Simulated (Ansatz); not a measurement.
System: CH$_{3}$Li (charge 0, singlet). 
Coordinates optimised at B3LYP-D3(BJ)/def2-TZVP (Ansatz, a quantum-chemistry and plane-wave program):
```
C
H 1 1.0977
H 1 1.0977 2 106.12
H 1 1.0977 2 106.12 3 112.60
Li 1 1.9692 2 112.65 3 -123.70
```
Charge 0, spin multiplicity 1.

Wanted: vertical triplet-singlet gap (E(triplet) - E(singlet); each state is the SCF solution reached for its spin; the molecule has degenerate orbitals, so one determinant may break the symmetry), in kJ/mol. Correlated levels leave the core frozen unless marked. UHF or UKS for open shells. Spin-orbit coupling is left out. Non-relativistic. CBS marks a two-point X^-3 extrapolation of the correlation energy; Hartree-Fock from the larger set.

```tsv
level	program	vertical triplet-singlet gap (kJ/mol)
HF/def2-SVPD	Ansatz	168.1
B3LYP/def2-TZVPD	Ansatz	275.7
```

Problem. What does CCSD(T)/CBS(def2-TZVPPD,def2-QZVPPD) (Ansatz) give?

Solution. 286.0 kJ/mol, so B3LYP/def2-TZVPD differs from it by -10.3 kJ/mol.
